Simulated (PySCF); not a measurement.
# MgIn: from constants to spectrum

ROHF constants of MgIn, ²Π (doublet), unpaired electrons π ↑ (basis Mg aug-cc-pVDZ, In aug-cc-pVDZ-PP with ECP28; scalar-relativistic core potentials; PySCF 2.14; masses 23.9850 and 114.9039 u):

| Quantity | Value |
| --- | --- |
| ωe | 24.3 cm⁻¹ |
| ωexe | 2.13 cm⁻¹ |
| Be | 0.054242 cm⁻¹ |
| αe | 0.00400 cm⁻¹ |
| De to Mg + In | 0.012 eV |

**Question.** What force constant and bond length do these constants imply?

**Answer.** Reduced mass μred = 19.843 u; k = 5.8918×10⁻⁷·μred·ωe² (u, cm⁻¹, mdyn/Å) = 0.00690 mdyn/Å; Re = √(16.8576/(μred·Be)) (u, cm⁻¹, Å) = 3.958 Å.

**Question.** Estimate the centrifugal constant D from the Kratzer relation and find the Dunham coefficient a1.

**Answer.** D = 4Be³/ωe² = 1.08e-06 cm⁻¹; a1 = −1 − αeωe/(6Be²) = -6.51.

These are scalar-relativistic numbers at best; spin–orbit coupling would shift them, the dissociation energy most. Hartree–Fock leaves out correlation, which carries a large part of most bond energies and some tenths to 1 eV of ionisation energies. The state is the lowest determinant that a PBE0 search found; another state may lie lower at other levels.
